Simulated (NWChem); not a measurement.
System: BNH$_{2}$BrF; SMILES B(F)(Br)N

```xyz
6

B     -0.0072     0.9478     0.0000
F     -1.1681     1.5916     0.0000
Br    -0.0324    -0.9831     0.0000
N      1.1948     1.6432     0.0000
H      2.0952     1.1863     0.0000
H      1.2230     2.6549     0.0000
```
Atoms are numbered in this order, from 1.

All runs: NWChem. Pople sets run with spherical d functions. Medium grid unless said otherwise, to which SCAN and Minnesota functionals are sensitive. Structure relaxed at the PBE0/def2-SVP level. Total energies of different functionals are on different scales.

```
level                                           energy (Ha)  highest occupied level (eV)  orbital gap (eV)  dipole (D)
----------------------------------------------  -----------  ---------------------------  ----------------  ----------
B3LYP/6-31G*                                     -2754.6623                        -7.75              8.76        3.10
PBE/6-31G*                                       -2754.0426                        -6.63              6.83        3.10
PBE0/6-31G*                                      -2754.1443                        -8.06              9.25        3.12
HCTH/407/6-31G*                                  -2755.9906                        -6.81              6.98        3.07
LDA (Slater exchange, PW92)/6-31G*               -2749.7002                        -6.77               ___        3.19
M06-L/6-31G*                                     -2754.5086                        -6.93              7.51        3.05
MN15/6-31G*                                      -2754.7886                        -8.75             10.50        3.16
r2SCAN/6-31G*                                    -2754.5219                        -7.03              7.58        3.14
LC-BLYP (range parameter 0.33 per bohr)/6-31G*   -2753.9287                       -10.28             13.66        3.16
r2SCAN0/6-31G*                                   -2754.5042                        -8.32              9.73        3.15
```

Problem. Some entries are withheld; supply them.

Solution. 
- LDA (Slater exchange, PW92)/6-31G*, orbital gap (eV): 6.72
